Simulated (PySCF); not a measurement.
Compound: C6CrN6 (charge -3 and quartet state).
Structure used (PBE0-D3(BJ)/def2-SVP), in Å, numbered top down from 1:
```xyz
13
C6CrN6 angstrom
N      1.037    0.986    2.946
C      0.669    0.634    1.892
Cr     0.001   -0.001   -0.001
C      0.133    1.976   -0.716
N      0.206    3.075   -1.113
C     -0.665   -0.637   -1.894
N     -1.034   -0.990   -2.948
C     -1.992    0.355    0.587
N     -3.098    0.555    0.915
C      1.993   -0.358   -0.590
N      3.099   -0.560   -0.917
C     -0.135   -1.978    0.715
N     -0.208   -3.075    1.115
```

Computed, not measured: PySCF, PBE0-D3(BJ)/def2-SVP geometry optimisation, gas phase.

Which atoms are bound to Cr3, and at what distances?

6 atoms: C2 2.105 Å, C6 2.106 Å, C4 2.106 Å, C12 2.107 Å, C10 2.108 Å, C8 2.108 Å. The nearest atom not counted as bound is N1, at 3.28 Å (others tie with it).

List the angles at Cr3.

```
      angle  degrees  distance of the outer atoms (Å)
  C2–Cr3–C6    180.0                             4.21
 C8–Cr3–C10    180.0                             4.22
 C4–Cr3–C12    179.9                             4.21
 C4–Cr3–C10     90.3                             2.99
 C8–Cr3–C12     90.1                             2.98
  C6–Cr3–C8     90.1                             2.98
 C2–Cr3–C10     90.1                             2.98
  C2–Cr3–C4     90.1                             2.98
 C6–Cr3–C12     90.1                             2.98
  C2–Cr3–C8     89.9                             2.98
  C4–Cr3–C6     89.9                             2.98
 C2–Cr3–C12     89.9                             2.98
C10–Cr3–C12     89.8                             2.98
 C6–Cr3–C10     89.8                             2.97
  C4–Cr3–C8     89.8                             2.97
```

What is the shape at Cr3?

Octahedral: the three widest angles are 180.0°, 180.0° and 179.9°, the others run from 89.8° to 90.3°. Differences among atoms that Oh makes equivalent are scatter left by the optimiser.

What are the other bond lengths?

N1≡C2 and 5 like bonds 1.171 Å.

Give some angles away from the centre.

N1–C2–Cr3 179.9°.

What are the rotational constants (commonest isotopes, rigid rotor)?

A = 622.0, B = 621.0, C = 618.1 MHz: a spherical top.

Point group: Oh (tolerance 0.08 Å). Charge -3, quartet. ⟨S²⟩ = 3.793 (exact for a quartet: 3.75). Whether so highly charged an anion holds all its electrons in the gas phase wasn't checked; a finite basis holds them in any case. The ion is multiply charged and computed without counter-ions or solvent. The geometry's basis has no diffuse functions, a weakness for an anion. Whether it is a minimum is left open (no frequencies).
